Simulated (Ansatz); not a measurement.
Calculated with Ansatz (gas phase, PBE0-D4/def2-TZVP geometries, no zero-point term in ΔE). CCSD(T)/CBS is the MP2 limit (def2-TZVPP, def2-QZVPP) plus CCSD(T) − MP2 in def2-TZVPP, frozen cores. This one scheme is used for every species, atoms too. DFT in def2-TZVPP. B3LYP here is the variant with VWN-RPA as its local correlation; programs differ in this. Open shells (•) are unrestricted, without spin–orbit coupling. Spin–orbit coupling would lower the free atoms: a little for B, C, F, Si. One conformer a species, not always the lowest.

Reaction (atomization): `C[SiH](F)B[SiH3]` → B• + C• + F• + 8 H• + 2 Si•

`C[SiH](F)B[SiH3]`:

Z-matrix (Å, degrees):
```
C
Si 1 1.866
H 1 1.093 2 110.1
H 1 1.092 2 111.5 3 -120.1
H 1 1.093 2 110.3 3 119.5
F 2 1.612 1 107.9 3 55.4
B 2 2.001 1 111.8 3 178.2
H 2 1.493 1 110.2 3 -60.0
Si 7 2.004 2 124.2 1 -120.2
H 7 1.199 2 116.4 1 63.2
H 9 1.496 7 104.2 2 -81.6
H 9 1.488 7 114.8 2 160.5
H 9 1.488 7 112.9 2 35.1
```

| level | ΔE (kJ/mol) | difference from CCSD(T)/CBS |
| --- | --- | --- |
| LDA (SPW92) | 4939.4 | 506.8 |
| CAM-B3LYP-D4 | 4458.0 | 25.4 |
| B2PLYP | 4383.5 | -49.1 |
| B3LYP | 4394.1 | -38.5 |
| r2SCAN0 | 4400.0 | -32.6 |
| HF/def2-SVP | 3415.2 | -1017.4 |
| HF/def2-QZVPP | 3435.3 | -997.3 |
| SCS-MP2/def2-QZVPP | 4430.3 | -2.3 |
| HF/CBS(def2) | 3436.5 | -996.1 |
| MP2/CBS(def2) | 4454.0 | 21.4 |
| CCSD(T)/CBS | 4432.6 | 0 |

Largest T1 diagnostic among the species: 0.014.

From BLYP to BHLYP (50 % exact exchange), in def2-TZVPP and without D4, ΔE moves by −3.7 kJ/mol: exact exchange takes away binding that semilocal exchange gives to molecules. Leaving LDA and LC-ωPBE aside and taking each functional with its dispersion term where it has one, the values, not all of them listed here, spread over 102.5 kJ/mol, from revPBE-D4 to B97M-V. LDA lies +522.5 kJ/mol from PBE without D4, its usual overbinding. The D4 term adds +42.0 kJ/mol with B3LYP and +22.3 kJ/mol with PBE0; it sums over pairs of atoms, weighted by their polarisabilities, and B3LYP, whose exchange is more repulsive, gets the larger term.

For atomizations the MP2-based limit and the directly extrapolated one differ by several kJ/mol either way, and by 10 to 25 for some Ge, Se and Sn compounds, so smaller differences from it don't rank the levels.
